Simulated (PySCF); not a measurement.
Species: H11N3OSi4.
Atom-mapped SMILES: `[OH:1][Si@H:2]1[NH:3][SiH2:4][NH:5][SiH2:6][SiH2:7][NH:8]1`

Geometry (GFN2-xTB, Å), atoms numbered from 1 in this order:
```xyz
19
H11N3OSi4 angstrom
O     -2.9332    1.3118   -0.6218
Si    -1.4549    0.6951   -0.9249
N     -0.2390    1.6141   -0.1144
Si     1.4720    1.4457   -0.2461
N      2.0684    0.1210    0.6985
Si     1.2406   -1.2479    1.3851
Si    -0.3316   -2.0749   -0.0746
N     -1.5963   -0.9162   -0.3266
H     -3.0990    2.2261   -0.8287
H     -1.1406    0.7615   -2.3510
H     -0.5463    2.0410    0.7448
H      1.7676    1.2286   -1.6633
H      2.0521    2.6896    0.2741
H      3.0466    0.1874    0.9266
H      0.7278   -0.8521    2.7165
H      2.3278   -2.2034    1.6750
H      0.2129   -2.4956   -1.3843
H     -1.0480   -3.2491    0.4566
H     -2.5365   -1.2735   -0.3489
```

Definitions: NICS(0) = −σiso at the ring centroid; NICS(1) = −σiso and NICS(1)zz = −σzz at ±1 Å along the ring normal z. Level: GIAO PBE0/pcSseg-1 (PySCF, non-relativistic, gas phase) on the GFN2-xTB geometry, one conformer.

Ring bond lengths (Å), with Mayer bond orders in brackets: Si2–N3 1.726 (0.94), N3–Si4 1.724 (0.97), Si4–N5 1.733 (0.96), N5–Si6 1.741 (0.93), Si6–Si7 2.299 (0.91), Si7–N8 1.734 (0.95), N8–Si2 1.725 (0.96).

Problem. Give the NICS values of each ring in ppm.

Solution. 
```
                    ring                                                        type  NICS(0)  NICS(1), two faces  NICS(1)zz, two faces  rms pucker (Å)  centre to ring atoms, mean (Å)
Si2–N3–Si4–N5–Si6–Si7–N8  7-membered ring with 3 N and 4 Si; formal bonds all single     -1.3         -1.0 / -0.5             4.7 / 2.9            0.33                            1.99
```

Problem. What can be read from them?

Solution. 
- Si2–N3–Si4–N5–Si6–Si7–N8: mean NICS(1)zz 3.8 ppm, deshielded. Si2, Si4, Si6, Si7 have four or more neighbours, so the value isn't read as a sign of a π ring current.

Problem. At the first NICS(1) probe listed for ring Si2–N3–Si4–N5–Si6–Si7–N8, 1 Å off the ring, how large is the induced field along the normal in 7.05 T applied along it?

Solution. NICSzz × B0 = 4.7 ppm × 7.05 T = 33 μT, along the applied field.

Problem. Give the inner angles of the rings and the Hirshfeld charges of the ring atoms.

Solution. 
- Si2–N3–Si4–N5–Si6–Si7–N8: Si2 113.1° (+0.453 e), N3 127.7° (-0.330 e), Si4 112.0° (+0.393 e), N5 130.7° (-0.340 e), Si6 111.0° (+0.275 e), Si7 110.5° (+0.279 e), N8 128.0° (-0.338 e); sum 832.9° against 900° for a flat convex ring.

Problem. How shielded are the nuclei of the rings and their hydrogens (means over atoms taken as equivalent)?

Solution. 
| atoms | environment | σ isotropic (ppm) | principal values of the symmetric part, first atom (ppm) |
| --- | --- | --- | --- |
| Si2 | oxygen-bound silicon | 381.7 | 358.0, 384.8, 402.5 |
| N3 | nitrogen bridging silicon atoms | 212.0 | 194.7, 216.9, 224.6 |
| Si4 | SiH2 silicon | 390.2 | 349.6, 398.9, 422.1 |
| N5 | nitrogen bridging silicon atoms | 255.1 | 214.7, 236.1, 314.5 |
| Si6 | SiH2 silicon | 402.7 | 353.6, 391.0, 463.3 |
| Si7 | SiH2 silicon | 408.1 | 354.5, 403.8, 466.1 |
| N8 | nitrogen bridging silicon atoms | 245.0 | 217.1, 225.2, 292.8 |
| H10 | Si–H hydrogen | 26.55 | 23.5, 24.0, 32.1 |
| H11 | N–H hydrogen | 30.48 | 23.9, 27.9, 39.6 |
| H12 | Si–H hydrogen | 26.64 | 22.9, 25.0, 32.0 |
| H13 | Si–H hydrogen | 26.67 | 22.3, 24.9, 32.8 |
| H14 | N–H hydrogen | 32.15 | 22.3, 28.9, 45.3 |
| H15 | Si–H hydrogen | 26.39 | 22.5, 24.5, 32.2 |
| H16 | Si–H hydrogen | 26.72 | 23.1, 25.2, 31.8 |

The list is cut; further classes of hydrogen are left out.
